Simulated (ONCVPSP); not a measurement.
**cobalt: excitation energies, all-electron against ONCV**

```
Element                 : cobalt
Generator               : ONCVPSP 4.0.1
Type                    : optimised norm-conserving Vanderbilt (ONCV)
Functional              : revPBE
Relativity              : scalar-relativistic
Frozen core             : [Ne]
Valence charge          : 17
Reference configuration : 3s2 3p6 3d7 4s1.5 (charge +0.5)
Partial waves           : 3s+4s: rc 1.35 bohr, ncon 4, nbas 8, qcut 7.8 1/bohr, 2 projectors; 3p: rc 1.30 bohr, ncon 3, nbas 6, qcut 10.5 1/bohr, 2 projectors, debl 3.3 Ha; 3d: rc 1.35 bohr, ncon 4, nbas 9, qcut 9.8 1/bohr, 2 projectors, debl 3.9 Ha
Local potential         : polynomial inside 1.20 bohr (lpopt 5, dvloc0 1 Ha)
Core correction         : polynomial model core, fcfact 0.55
```

Energies are relative to the spin-unpolarised reference configuration 3s2 3p6 3d7 4s1.5; without spin polarisation the order of configurations can differ from experiment.

```tsv
valence configuration	charge	ΔE all-electron (eV)	error AE − PS (meV)
3s2 3p6 3d7 4s2	0	-3.563	+0.5
3s2 3p6 3d7 4s1	+1	5.371	-0.2
3s2 3p6 3d8 4s0	+1	2.768	+23
```

What are ΔE and the potential's error for 3s2 3p6 3d7 4s0?

ΔE = 21.991 eV all-electron; the error (AE − PS) is +0.8 meV.

Levels in the configuration 3s2 3p6 3d7 4s2:

```csv
level,all-electron (eV),pseudo (eV)
3s,-102.454,-102.447
3p,-65.631,-65.629
3d,-8.146,-8.142
4s,-5.403,-5.404
```
